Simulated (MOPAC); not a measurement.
Input file for MOPAC: PM6 on BaAl, 2S+1 = 2, a spin state set in the input, which need not be the lowest, a point of a bond scan (R = 3.733 Å).

```
PM6 1SCF PRECISE CHARGE=0 UHF MS=0.5 THREADS=1
AlBa

Al     0.00000000 1     0.00000000 1     0.00000000 1
Ba     0.00000000 1     0.00000000 1     3.73319000 1
```

It printed:

```
*******************************************************************************
 **                                                                           **
 **                              MOPAC v23.2.5                                **
 **                                                                           **
 *******************************************************************************
 ** MOPAC's Digital Object Identifier: https://doi.org/10.5281/zenodo.6511958 **
 **                                                                           **
 ** Please cite the open-source release paper for use of this MOPAC version:  **
 ** J. E. Moussa and J. J. P. Stewart (2026)                                  **
 ** MOPAC: An open-source semiempirical molecular orbital program             **
 ** J. Open Source Softw., 11(119), 8025, https://doi.org/10.21105/joss.08025 **
 *******************************************************************************

                              PM6 CALCULATION RESULTS

 *******************************************************************************
 *  PM6        - The PM6 Hamiltonian to be used
 *  UHF        - UNRESTRICTED HARTREE-FOCK CALCULATION
 *
 *
 *
 *                 CHARGE ON SYSTEM = 0
 *
 *
 *
 *  MS=        - IN MECI, MAGNETIC COMPONENT OF SPIN =  0.5
 *  PRECISE    - TIGHTER CRITERIA TO BE USED
 *  1SCF       - DO 1 SCF AND THEN STOP
 *  THREADS=1  - MULTI-THREADING NOT USED
 *  T=         - A TIME OF 172800.0 SECONDS REQUESTED
 *  DUMP=N     - RESTART FILE WRITTEN EVERY 7200.0 SECONDS REQUESTED
 *******************************************************************************
PM6 1SCF PRECISE CHARGE=0 UHF MS=0.5 THREADS=1
 AlBa

   ATOM   CHEMICAL          X               Y               Z
  NUMBER   SYMBOL      (ANGSTROMS)     (ANGSTROMS)     (ANGSTROMS)

     1      Al          0.00000000  *   0.00000000  *   0.00000000  *
     2      Ba          0.00000000  *   0.00000000  *   3.73319000  *



          CARTESIAN COORDINATES

    NO.       ATOM           X           Y           Z

     1        Al          0.0000      0.0000      0.0000
     2        Ba          0.0000      0.0000      3.7332

 General Reference for PM6:
 "Optimization of Parameters for Semiempirical Methods V: Modification of NDDO Approximations
 and Application to 70 Elements", J. J. P. Stewart, J. Mol. Mod., 13, 1173-1213 (2007)
 URL: https://link.springer.com/article/10.1007/s00894-007-0233-4

           Empirical Formula: Al Ba  =     2 atoms



      MOLECULAR POINT GROUP   :   C*v


          UHF CALCULATION, NO. OF ALPHA ELECTRONS =    3
                           NO. OF BETA  ELECTRONS =    2

 -------------------------------------------------------------------------------
 PM6 1SCF PRECISE CHARGE=0 UHF MS=0.5 THREADS=1
 AlBa



     1SCF WAS SPECIFIED, SO BFGS WAS NOT USED
     SCF FIELD WAS ACHIEVED


                              PM6 CALCULATION
                                                       MOPAC v23.2.5 Linux




          FINAL HEAT OF FORMATION =         52.55593 KCAL/MOL =     219.89402 KJ/MOL


          COSMO AREA              =        183.40 SQUARE ANGSTROMS
          COSMO VOLUME            =        218.02 CUBIC ANGSTROMS

          IONIZATION POTENTIAL    =          5.819865 EV
          ALPHA SOMO LUMO (EV)    =         -5.820 -2.786
          BETA  SOMO LUMO (EV)    =         -6.544 -2.678
          NO. OF ALPHA ELECTRONS  =          3
          NO. OF BETA  ELECTRONS  =          2
          MOLECULAR WEIGHT        =        164.3115         POINT GROUP:  C*v

          MOLECULAR DIMENSIONS (Angstroms)

            Atom       Atom       Distance
           Ba     2   Al     1     3.73319
           Ba     2   Al     1     0.00000
           Al     1   Ba     2     0.00000


          SCF CALCULATIONS        =          1





   ATOM   CHEMICAL          X               Y               Z
  NUMBER   SYMBOL      (ANGSTROMS)     (ANGSTROMS)     (ANGSTROMS)

     1      Al          0.00000000  *   0.00000000  *   0.00000000  *
     2      Ba          0.00000000  *   0.00000000  *   3.73319000  *

                             CARTESIAN COORDINATES

   1   Al        0.000000000     0.000000000     0.000000000
   2   Ba        0.000000000     0.000000000     3.733190000


           Empirical Formula: Al Ba  =     2 atoms



      MOLECULAR POINT GROUP   :   C*v


          ALPHA EIGENVALUES
 -12.11108  -6.59886  -5.81987  -2.78565  -0.88733  -0.03478   0.08567   0.88481
 108.19585 108.19621 109.01647 109.06795 109.33070


           BETA EIGENVALUES
 -12.08015  -6.54363  -2.67795  -2.48615  -0.10522   0.09229   0.16007   0.90812
 108.36249 108.36828 108.93319 109.05507 109.20727


              NET ATOMIC CHARGES AND DIPOLE CONTRIBUTIONS

  ATOM NO.   TYPE          CHARGE      No. of ELECS.   s-Pop       p-Pop       d-Pop
    1         Al           0.331427        2.6686     1.89983     0.76615     0.00260
    2         Ba          -0.331427        2.3314     0.03497     2.29645
 DIPOLE           X         Y         Z       TOTAL
 POINT-CHG.     0.000     0.000    -5.943     5.943
 HYBRID         0.000    -0.000     4.171     4.171
 SUM            0.000    -0.000    -1.772     1.772


          ATOMIC ORBITAL ELECTRON POPULATIONS

     Atom    s        px        py        pz      x^2-y^2     xz        z^2       yz        xy
    1 Al   1.89983   0.03004   0.00000   0.73611   0.00000   0.00042   0.00218   0.00000   0.00000
    2 Ba   0.03497   0.96954   0.00000   1.32691


                    (SZ)    =    0.500000
                    (S**2)  =    0.753296


          ATOMIC ORBITAL SPIN POPULATIONS

    Atom   Total    s     px     py     pz   x^2-y^2  xz     z^2    yz     xy
         Atomic
    1 Al  0.0060  0.003  0.030  0.000 -0.027  0.000  0.000 -0.000  0.000  0.000
    2 Ba  0.9940  0.012  0.970  0.000  0.012

 **********************
 *                    *
 * JOB ENDED NORMALLY *
 *                    *
 **********************




 == MOPAC DONE ==
```

The run finished.

Cost: about 0.03 core-seconds (a rough figure).
